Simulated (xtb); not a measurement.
B(OH)(PH2)2 (BH5OP2), SMILES OB(P)P. All values are semi-empirical tight-binding results from xtb (GFN2-xTB unless named), good for trends rather than for accurate numbers. The structure is a stationary point at GFN2-xTB. Other conformers were not sampled.

Computed properties:
The orbital gap comes out as 3.87 eV and the zero-point energy comes out as 33.2 kcal/mol. The G − E(el) at 298.15 K (modified RRHO) is 14.0 kcal/mol and the static polarisability (D4 model) comes out as 70.7 bohr³. The solvation energy, GFN2-xTB/ALPB(water) is -3.8 kcal/mol and the solvation energy, GFN2-xTB/ALPB(dmf) is -8.7 kcal/mol.
